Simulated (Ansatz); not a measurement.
Cost and result up the ladder for `Sc1cnc(-c2cnc(-c3cnc(-c4cnc(S)s4)s3)s2)s1` (28 atoms). Charge 0, multiplicity 1. Geometry: PBE-D4/def2-SVP.

| atom | x (Å) | y (Å) | z (Å) |
| --- | --- | --- | --- |
| S1 | -5.322 | 6.416 | 1.585 |
| C2 | -4.079 | 5.202 | 1.318 |
| C3 | -2.704 | 5.245 | 1.534 |
| N4 | -2.016 | 4.115 | 1.218 |
| C5 | -2.806 | 3.167 | 0.756 |
| C6 | -2.373 | 1.859 | 0.339 |
| C7 | -3.103 | 0.778 | -0.162 |
| N8 | -2.400 | -0.338 | -0.470 |
| C9 | -1.108 | -0.171 | -0.222 |
| C10 | -0.118 | -1.194 | -0.454 |
| C11 | -0.340 | -2.478 | -0.958 |
| N12 | 0.752 | -3.269 | -1.090 |
| C13 | 1.854 | -2.647 | -0.703 |
| C14 | 3.168 | -3.234 | -0.728 |
| C15 | 4.407 | -2.719 | -0.360 |
| N16 | 5.479 | -3.547 | -0.509 |
| C17 | 5.099 | -4.713 | -0.990 |
| S18 | 6.185 | -6.054 | -1.323 |
| S19 | 3.373 | -4.880 | -1.300 |
| S20 | 1.587 | -0.991 | -0.133 |
| S21 | -0.686 | 1.420 | 0.423 |
| S22 | -4.520 | 3.639 | 0.679 |
| H23 | -4.451 | 7.360 | 2.041 |
| H24 | -2.175 | 6.122 | 1.933 |
| H25 | -4.193 | 0.797 | -0.313 |
| H26 | -1.341 | -2.838 | -1.235 |
| H27 | 4.556 | -1.702 | 0.033 |
| H28 | 7.274 | -5.347 | -0.908 |

Ansatz on 2 threads of AMD EPYC 7R13 on a shared host and a share (18 GiB) of an NVIDIA H100 80GB HBM3. Times are rough, and most runs start from the orbitals of an earlier one. PBE0-D4/def2-TZVP serves as the yardstick here, not as an exact answer. Differences are given only for rows in sets of like size (and for xTB, whose basis is part of the method), since another set adds its own error. Binding counts from free atoms at the same level (S triplet, C triplet, N quartet, H doublet; other spins of the atoms weren't run), without zero-point energy or a counterpoise term.

Single mean-field runs in def2-TZVP are fitted with def2-universal-jkfit.

```json
{"level": "PBE-D4/def2-SVP", "functions": "362", "binding energy per atom (eV)": "5.23", "difference from PBE0-D4/def2-TZVP (eV)": "–"}
{"level": "PBE0-D4/def2-SVP", "functions": "362", "binding energy per atom (eV)": "5.02", "difference from PBE0-D4/def2-TZVP (eV)": "–"}
{"level": "PBE-D4/def2-TZVP", "functions": "754", "binding energy per atom (eV)": "5.17", "difference from PBE0-D4/def2-TZVP (eV)": "0.20"}
{"level": "PBE0-D4/def2-TZVP (with forces)", "functions": "754", "binding energy per atom (eV)": "4.97", "difference from PBE0-D4/def2-TZVP (eV)": "0.00"}
{"level": "r2SCAN-D4/def2-TZVP", "functions": "754", "binding energy per atom (eV)": "4.91", "difference from PBE0-D4/def2-TZVP (eV)": "-0.06"}
```

Task: Estimate how long each takes.

Result: PBE-D4/def2-SVP 2.8 s; PBE0-D4/def2-SVP 3.1 s; PBE-D4/def2-TZVP 3.7 s; r2SCAN-D4/def2-TZVP 4.8 s; PBE0-D4/def2-TZVP (with forces) 7 s. On shared hardware such times vary by a factor of up to 3.
